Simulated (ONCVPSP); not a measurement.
# Building the ONCV potential for gadolinium (PW91, scalar-relativistic).

ONCVPSP 4.0.1 was run on this input:

```
# ATOM AND REFERENCE CONFIGURATION
# atsym  z   nc   nv     iexc    psfile
  Gd 64.00   10    3  -109134      upf
#
#   n    l    f
    1    0    2.00
    2    0    2.00
    2    1    6.00
    3    0    2.00
    3    1    6.00
    3    2   10.00
    4    0    2.00
    4    1    6.00
    4    2   10.00
    4    3    7.00
    5    0    2.00
    5    1    6.00
    5    2    1.00
#
# PSEUDOPOTENTIAL AND OPTIMIZATION
# lmax
    2
#
#   l,   rc,      ep,       ncon, nbas, qcut
    0    1.90    0.00    4    8    6.30
    1    2.25    0.00    4    9    6.60
    2    1.90    0.00    4    7    5.40
#
# LOCAL POTENTIAL
# lloc, lpopt,  rc(5),   dvloc0
    2    5    1.90    0.00
#
# VANDERBILT-KLEINMAN-BYLANDER PROJECTORs
# l, nproj, debl
    0    2    2.60
    1    3    0.30
    2    0    2.40
#
# MODEL CORE CHARGE
# icmod, fcfact, rcfact
    0    0.00    0.00
#
# LOG DERIVATIVE ANALYSIS
# epsh1, epsh2, depsh
   -4.00    5.00    0.02
#
# OUTPUT GRID
# rlmax, drl
    6.00    0.01
#
# TEST CONFIGURATIONS
# ncnf
    4
# nvcnf
#   n    l    f
    4
    5    0    2.00
    5    1    6.00
    5    2    1.00
    6    0    2.00
#
    4
    5    0    2.00
    5    1    6.00
    5    2    1.00
    6    0    1.00
#
    3
    5    0    2.00
    5    1    6.00
    5    2    0.00
#
    4
    5    0    2.00
    5    1    5.00
    5    2    1.00
    6    0    2.00
#
```

Command:

```bash
oncvpsp.x < Gd.dat > Gd.out
```

Output (shortened: citation, most of the input echo, consistency checks and plot data are left out):

```
ONCVPSP  (Optimized Norm-Conservinng Vanderbilt PSeudopotential)
scalar-relativistic version 4.0.1

#   n    l    f        energy (Ha)
    1    0    2.00    -1.8420126E+03
    2    0    2.00    -3.0456796E+02
    2    1    6.00    -2.7108692E+02
    3    0    2.00    -6.7913654E+01
    3    1    6.00    -5.7543189E+01
    3    2   10.00    -4.3854791E+01
    4    0    2.00    -1.4083900E+01
    4    1    6.00    -1.0665582E+01
    4    2   10.00    -5.9377313E+00
    4    3    7.00    -8.2887284E-01
    5    0    2.00    -2.3374034E+00
    5    1    6.00    -1.5087764E+00
    5    2    1.00    -5.5988438E-01

Reference configufation results
  iterations    32
  all-electron total energy (Ha)   -1.12717365D+04

Begin loop to  construct optimized pseudo wave functions
and semi-local pseudopoentials for all angular momenta

   Wellstate for l =  0  n =  7
     eigenvalue =   0.2626
     asymptotic potential =   0.7626
     half-point radius =  4.3541

Calculating optimized projector #   1

 for l=   0

    Fraction of norm inside rc  0.898288
    Optimizing pswf for qcut=   6.29 a_B^-1,  ecut=  19.81 Ha
    Residual kinetic energy error=  6.24D-06 Ha

    Energy error per electron        Cutoff
         Ha          eV             Ha
         0.01000     0.27211       11.31
         0.00100     0.02721       14.62
         0.00010     0.00272       17.03
         0.00001     0.00027       19.90

Calculating optimized projector #   2

 for l=   0

    Fraction of norm inside rc  0.059508
    Optimizing pswf for qcut=   6.29 a_B^-1,  ecut=  19.81 Ha
    Residual kinetic energy error=  9.22D-06 Ha

    Energy error per electron        Cutoff
         Ha          eV             Ha
         0.01000     0.27211       10.13
         0.00100     0.02721       14.10
         0.00010     0.00272       17.07
         0.00001     0.00027       20.18

WARNING wellstate: negative energy specified for n= 6 l=  1
WARNING scattering state with energy  0.25000000
WARNING will be used for the first projector

   Wellstate for l =  1  n =  7
     eigenvalue =   0.2500
     asymptotic potential =   0.7500
     half-point radius =  5.4349

   Wellstate for l =  1  n =  7
     eigenvalue =   0.5500
     asymptotic potential =   1.0500
     half-point radius =  4.4217

Calculating optimized projector #   1

 for l=   1

    Fraction of norm inside rc  0.897676
    Optimizing pswf for qcut=   6.60 a_B^-1,  ecut=  21.81 Ha
    Residual kinetic energy error=  6.69D-08 Ha

    Energy error per electron        Cutoff
         Ha          eV             Ha
         0.01000     0.27211        5.20
         0.00100     0.02721       10.62
         0.00010     0.00272       14.98
         0.00001     0.00027       17.62

Calculating optimized projector #   2

 for l=   1

    Fraction of norm inside rc  0.081888
    Optimizing pswf for qcut=   6.60 a_B^-1,  ecut=  21.81 Ha
    Residual kinetic energy error=  2.85D-07 Ha

    Energy error per electron        Cutoff
         Ha          eV             Ha
         0.01000     0.27211        4.85
         0.00100     0.02721       10.32
         0.00010     0.00272       15.33
         0.00001     0.00027       18.31

Calculating optimized projector #   3

 for l=   1

    Fraction of norm inside rc  0.099825
    Optimizing pswf for qcut=   6.60 a_B^-1,  ecut=  21.81 Ha
    Residual kinetic energy error=  4.43D-07 Ha

    Energy error per electron        Cutoff
         Ha          eV             Ha
         0.01000     0.27211        5.11
         0.00100     0.02721       11.49
         0.00010     0.00272       15.97
         0.00001     0.00027       18.80

Calculating optimized projector #   1

 for l=   2

    Fraction of norm inside rc  0.353624
    Optimizing pswf for qcut=   5.40 a_B^-1,  ecut=  14.56 Ha
    Residual kinetic energy error=  1.42D-05 Ha

    Energy error per electron        Cutoff
         Ha          eV             Ha
         0.01000     0.27211        6.25
         0.00100     0.02721        8.53
         0.00010     0.00272       10.58
         0.00001     0.00027       18.42

Construct Vanderbilt / Kleinmman-Bylander projectors

B matrix Hermiticity error, ll=   0
   1   2   -2.5125E-04

  Orthonormal projector coefficients  6.1221E+00 -2.9751E-01

B matrix Hermiticity error, ll=   1
   1   2   -1.4287E-04
   1   3   -1.7778E-04
   2   3   -1.2029E-05

  Orthonormal projector coefficients  3.5138E+00  5.3235E-01 -7.8200E-02

Pseudoatom total energy  -36.173025

Diagnostic tests using Vanderbilt-Kleinman-Bylander pseudopotentials
  1 or more projectors used as specified by nproj input data

   l    rcore       rmatch      e in        delta e   norm test  slope test

   0   1.9098622   1.9678498  -2.3374034  -0.0000014   1.0001524   1.0001528
   0   1.9098622   1.9678498   0.2625966   0.0000217   1.0002188   1.0002188

   1   2.2581121   2.3266733  -1.5087764  -0.0000009   1.0001063   1.0001104
   1   2.2581121   2.3266733   0.2500000   0.0000150   1.0001985   1.0001985
   1   2.2581121   2.3266733   0.5500000   0.0000203   1.0001972   1.0001972

   2   1.9098622   1.9678498  -0.5598844   0.0000027   1.0000039   0.9999846

 Testing for bound ghosts
   n   l    E NL Schr. Eq   E Basis Diag.   E Cutoff

   1   0       -2.337405       -2.337404     72.33

   2   1       -1.508777       -1.508776     98.34

 Testing for highly-localized positive-energy ghosts
       l    <radius>/rc     E Basis Diag.   E Cutoff

Test configuration 0

   n   l     f        eae           eps        diff
   1   0  2.0000-1842.01257503
   2   0  2.0000 -304.56795727
   2   1  6.0000 -271.08692477
   3   0  2.0000  -67.91365352
   3   1  6.0000  -57.54318868
   3   2 10.0000  -43.85479074
   4   0  2.0000  -14.08389995
   4   1  6.0000  -10.66558163
   4   2 10.0000   -5.93773130
   4   3  7.0000   -0.82887284
   5   0  2.0000   -2.33740339   -2.33740482   -1.44D-06
   5   1  6.0000   -1.50877636   -1.50877727   -9.13D-07
   5   2  1.0000   -0.55988438   -0.55988172    2.65D-06

    Total energies and differences
      AE_ref= -1.12717365D+04  AE_tst= -1.12717365D+04  dif=  0.00D+00
      PS_ref= -3.61730251D+01  PS_tst= -3.61730251D+01  dif= -7.11D-15
      PSP excitation error=  7.11D-15

Test configuration 1

   n   l     f        eae           eps        diff
   1   0  2.0000-1841.50095728
   2   0  2.0000 -304.05919565
   2   1  6.0000 -270.57797508
   3   0  2.0000  -67.40615005
   3   1  6.0000  -57.03565888
   3   2 10.0000  -43.34722700
   4   0  2.0000  -13.57613832
   4   1  6.0000  -10.15774122
   4   2 10.0000   -5.42988976
   4   3  7.0000   -0.32166762
   5   0  2.0000   -1.82976133   -1.82606832    3.69D-03
   5   1  6.0000   -1.00336791   -1.00060610    2.76D-03
   5   2  1.0000   -0.09471065   -0.09473756   -2.69D-05
   6   0  2.0000   -0.15311883   -0.15428760   -1.17D-03

    Total energies and differences
      AE_ref= -1.12717365D+04  AE_tst= -1.12724279D+04  dif= -6.91D-01
      PS_ref= -3.61730251D+01  PS_tst= -3.68664483D+01  dif= -6.93D-01
      PSP excitation error=  2.03D-03

Test configuration 2

   n   l     f        eae           eps        diff
   1   0  2.0000-1841.73592930
   2   0  2.0000 -304.29301506
   2   1  6.0000 -270.81186468
   3   0  2.0000  -67.63962745
   3   1  6.0000  -57.26914470
   3   2 10.0000  -43.58070286
   4   0  2.0000  -13.80969917
   4   1  6.0000  -10.39131849
   4   2 10.0000   -5.66344214
   4   3  7.0000   -0.55504993
   5   0  2.0000   -2.06337762   -2.06112339    2.25D-03
   5   1  6.0000   -1.23666622   -1.23505052    1.62D-03
   5   2  1.0000   -0.31080036   -0.31097635   -1.76D-04
   6   0  1.0000   -0.34239606   -0.34354466   -1.15D-03

    Total energies and differences
      AE_ref= -1.12717365D+04  AE_tst= -1.12721820D+04  dif= -4.46D-01
      PS_ref= -3.61730251D+01  PS_tst= -3.66192987D+01  dif= -4.46D-01
      PSP excitation error=  7.49D-04

Test configuration 3

   n   l     f        eae           eps        diff
   1   0  2.0000-1842.42921868
   2   0  2.0000 -304.98658035
   2   1  6.0000 -271.50564718
   3   0  2.0000  -68.32771806
   3   1  6.0000  -57.95731008
   3   2 10.0000  -44.26965203
   4   0  2.0000  -14.49787611
   4   1  6.0000  -11.07992367
   4   2 10.0000   -6.35273148
   4   3  7.0000   -1.24188074
   5   0  2.0000   -2.74784798   -2.75507477   -7.23D-03
   5   1  6.0000   -1.90810839   -1.91368847   -5.58D-03

    Total energies and differences
      AE_ref= -1.12717365D+04  AE_tst= -1.12710045D+04  dif=  7.32D-01
      PS_ref= -3.61730251D+01  PS_tst= -3.54398747D+01  dif=  7.33D-01
      PSP excitation error= -1.08D-03

Test configuration 4

   n   l     f        eae           eps        diff
   1   0  2.0000-1841.94468834
   2   0  2.0000 -304.49131055
   2   1  6.0000 -271.01153761
   3   0  2.0000  -67.82875028
   3   1  6.0000  -57.45849161
   3   2 10.0000  -43.77060420
   4   0  2.0000  -13.99992799
   4   1  6.0000  -10.58229530
   4   2 10.0000   -5.85502105
   4   3  7.0000   -0.73984116
   5   0  2.0000   -2.23256357   -2.24463854   -1.21D-02
   5   1  5.0000   -1.38832499   -1.39769364   -9.37D-03
   5   2  1.0000   -0.40769011   -0.41096802   -3.28D-03
   6   0  2.0000   -0.39443319   -0.39724056   -2.81D-03

    Total energies and differences
      AE_ref= -1.12717365D+04  AE_tst= -1.12712390D+04  dif=  4.98D-01
      PS_ref= -3.61730251D+01  PS_tst= -3.56734322D+01  dif=  5.00D-01
      PSP excitation error= -2.08D-03
```

The run took about 17 s on one core of a shared server CPU.
